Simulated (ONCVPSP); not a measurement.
**Which change was made? (Be, ONCV)**

```json
{"Element": "Be (Z = 4)", "Generator": "ONCVPSP 4.0.1", "Type": "optimised norm-conserving Vanderbilt (ONCV)", "Functional": "LDA (Perdew-Wang 92)", "Relativity": "non-relativistic", "Frozen core": "[He]", "Valence charge": "2", "Reference configuration": "2s1 2p1", "Partial waves": "2s: rc 1.45 bohr, ncon 4, nbas 7, qcut 5.2 1/bohr, 2 projectors, debl 0.4 Ha; 2p: rc 3.70 bohr, ncon 4, nbas 8, qcut 3.4 1/bohr, 1 projector", "Local potential": "polynomial inside 1.25 bohr (lpopt 5, dvloc0 6 Ha)", "Core correction": "Teter function fitted to the true core (icmod 2), fcfact 0.35"}
```

Cutoffs, loose and tight: the cutoffs (Ha) at which the residual kinetic energy of the hardest occupied pseudo-wave falls to 1 and 0.1 mHa per electron. They do not see the model core or the augmentation charge, which bear on the density cutoff. Test errors are all-electron minus pseudo excitation energies from the reference, over the configurations 2s2 2p0; 2s1 2p0; 2s1.5 2p0; 2s0 2p1; variants that change the core or the reference have their own tests.

The base gives: outcome: generated; cutoff, loose: 6.4 Ha; cutoff, tight: 9.3 Ha; bound ghosts: s; GHOST(+) flags above zero: none; largest test error (meV): +56.

Q: After one change the result is: outcome: generated; cutoff, loose: 7.0 Ha; cutoff, tight: 9.8 Ha; bound ghosts: none; GHOST(+) flags above zero: none; largest test error (meV): +91. Which change was it?
A. all radii but the core radius scaled by about 1.22 (s 1.76, p 4.50 bohr); local potential polynomial inside 1.52 bohr (lpopt 5, dvloc0 6 Ha)
B. all radii but the core radius scaled by about 1.09 (s 1.58, p 4.02 bohr); local potential polynomial inside 1.36 bohr (lpopt 5, dvloc0 6 Ha)
C. all radii but the core radius scaled by about 0.77 (s 1.12, p 2.86 bohr); local potential polynomial inside 0.96 bohr (lpopt 5, dvloc0 6 Ha)

A: A. The others give: all radii but the core radius scaled by about 1.09 (s 1.58, p 4.02 bohr); local potential polynomial inside 1.36 bohr (lpopt 5, dvloc0 6 Ha) → outcome: generated; cutoff, loose: 6.8 Ha; cutoff, tight: 9.3 Ha; bound ghosts: none; GHOST(+) flags above zero: s; largest test error (meV): +69 | all radii but the core radius scaled by about 0.77 (s 1.12, p 2.86 bohr); local potential polynomial inside 0.96 bohr (lpopt 5, dvloc0 6 Ha) → outcome: failed: optimize: ERROR ps0norm > uunorm, code will stop.
